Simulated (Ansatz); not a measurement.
Isolated molecules relaxed with PBE0-D4/def2-TZVP in Ansatz; ΔE leaves out vibrations. CBS: MP2 limit from def2 TZ/QZ plus the TZ coupled-cluster correction, frozen cores. This one scheme is used for every species. Elements past krypton have def2 core potentials. For Ga, Ge, Te outer-core shells are correlated without core-valence functions, which leaves a few kJ/mol of doubt a bond. Scalar relativity is left out up to krypton. One conformer a species, not always the lowest.

Reaction (ligand exchange at a Ge–Te bond): `[GaH2][GeH2][TeH]` + CH₃OH → `C[O][GeH2][GaH2]` + H₂Te

| species | HF/CBS(def2) energy (Eh) |
| --- | --- |
| `[GaH2][GeH2][TeH]` | -4268.63527 |
| CH₃OH | -115.10180 |
| `C[O][GeH2][GaH2]` | -4115.56260 |
| H₂Te | -268.15590 |

(1) Work out ΔE.

Largest T1 diagnostic among the species: 0.013.

## Answers

(1) ΔE = (-4115.56260) + (-268.15590) − (-4268.63527) − (-115.10180) = 0.01857 Eh = +11.7 kcal/mol. CCSD(T)/CBS gives +13.7 kcal/mol.

At CCSD(T), def2-SVP lies −3.0 kcal/mol from the extrapolated value and def2-TZVPP −2.3 kcal/mol. From PBE to PBE0 (25 % exact exchange), in def2-TZVPP and without D4, ΔE moves by +1.1 kcal/mol. Leaving LDA and LC-ωPBE aside and taking each functional with its dispersion term where it has one, the values, not all of them listed here, spread over 6.0 kcal/mol, from B97M-V to HSE06-D4. LDA lies −1.3 kcal/mol from PBE without D4.
